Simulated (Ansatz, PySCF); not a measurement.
GaFBr2, SMILES [F][Ga]([Br])[Br]. Atoms are numbered in the order given.

```xyz
4

Ga     0.0000     0.0000    -0.5309
F      0.0000     0.0000    -2.2711
Br     0.0000    -1.9781     0.5271
Br     0.0000     1.9781     0.5271
```

The structure is a stationary point at ωB97X-D3(BJ)/def2-SVP. The structure was generated by enumeration; whether it is a known compound was not checked.

Vertical ionisation energy (IE) and electron affinity (EA) in eV. Rows of orbital energies are one-electron estimates. Where ΔSCF, EOM or ADC give a negative EA the extra electron is unbound and the value depends on the basis.

```tsv
level	IE	EA
−ε(HOMO), −ε(LUMO), M06-2X/def2-TZVP (PySCF)	10.25	1.25
−ε(HOMO), −ε(LUMO), PBE/def2-TZVP (PySCF)	[?]	[?]
ΔSCF, PBE/def2-SVPD (Ansatz), final states of multiplicity 2 and 2	10.71	0.82
```

### Question
Fill in the missing entries. (Estimate from the structure and the level; the computed values follow.)

### Answer

- −ε(HOMO), −ε(LUMO), PBE/def2-TZVP (PySCF), IE: 7.69
- −ε(HOMO), −ε(LUMO), PBE/def2-TZVP (PySCF), EA: 3.06

### Question
What vertical singlet–triplet gap does ΔSCF give with PBE/def2-SVPD (Ansatz, a program for electronic structure)? (The exact figures need the calculation; the answer reports its results.)

### Answer
4.66 eV (triplet above singlet where positive).
